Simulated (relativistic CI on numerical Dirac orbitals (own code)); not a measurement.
## L2,3 absorption of cobalt in several valence states

Computed multiplet spectra 2p⁶3dⁿ → 2p⁵3dⁿ⁺¹ (Dirac-Coulomb-Breit ions, Slater integrals scaled by 0.9, an assumed crystal field that grows with the charge, no charge transfer; 300 K; Lorentzian 0.4 eV and Gaussian 0.3 eV FWHM at both edges, so that L2 comes out sharper than in experiment). Peaks over 5 % are given in eV from the highest peak in the L3 region of each spectrum (height, largest 100). S of the lowest state is read from ⟨S²⟩, and the branching ratio is the share of L3, cut at the minimum between the edges.

Field parameters in Wybourne normalisation: Td as Oh with Dq negative (B⁴₀ = 21Dq, B⁴₄ = √(5/14) B⁴₀). The field is a parameter set, without covalency.

- Co²⁺ (d7, Td, 10Dq = -4250 cm⁻¹): S = 1.50, high spin, branching ratio 0.77; peaks -0.7 (94), 0.0 (100), 0.7 (96), 1.4 (62), 2.7 (24), 4.0 (16), 13.9 (13), 15.3 (58), 17.3 (13), 18.2 (10)
- Co³⁺ (d6, Td, 10Dq = -5500 cm⁻¹): S = 2.00, high spin, branching ratio 0.76; peaks -3.3 (7), -0.8 (94), 0.0 (100), 1.0 (66), 3.0 (33), 4.8 (16), 13.0 (12), 13.7 (21), 14.4 (27), 15.5 (31), 17.2 (10), 18.4 (10), 19.0 (6)
- Co⁴⁺ (d5, Td, 10Dq = -6750 cm⁻¹): S = 2.50, high spin, branching ratio 0.78; peaks -2.5 (6), 0.0 (100), 1.8 (43), 5.4 (15), 14.1 (11), 15.0 (17), 17.0 (19), 17.5 (23)
- Co⁵⁺ (d4, Td, 10Dq = -8000 cm⁻¹): S = 2.00, high spin, branching ratio 0.78; peaks -4.8 (8), -4.0 (9), -3.1 (8), -2.2 (13), 0.0 (100), 0.8 (72), 1.7 (57), 2.7 (55), 4.3 (48), 7.1 (7), 9.4 (27), 11.1 (15), 11.7 (13), 13.2 (17), 15.6 (30), 16.7 (24), 17.5 (22), 18.8 (12), 20.0 (10)

The centroid of the whole edge, which also moves with the branching ratio, lies at 784.8 (Co²⁺), 787.7 (Co³⁺), 791.5 (Co⁴⁺), 796.1 (Co⁵⁺) eV in this ionic model, in steps of 2.9 to 4.6 eV. Compounds show about 1 to 2 eV a unit and lower energies for the high valences, since ligands screen the charge. The multiplet shape follows the d count and the spin state, and so serves as a fingerprint of valence.
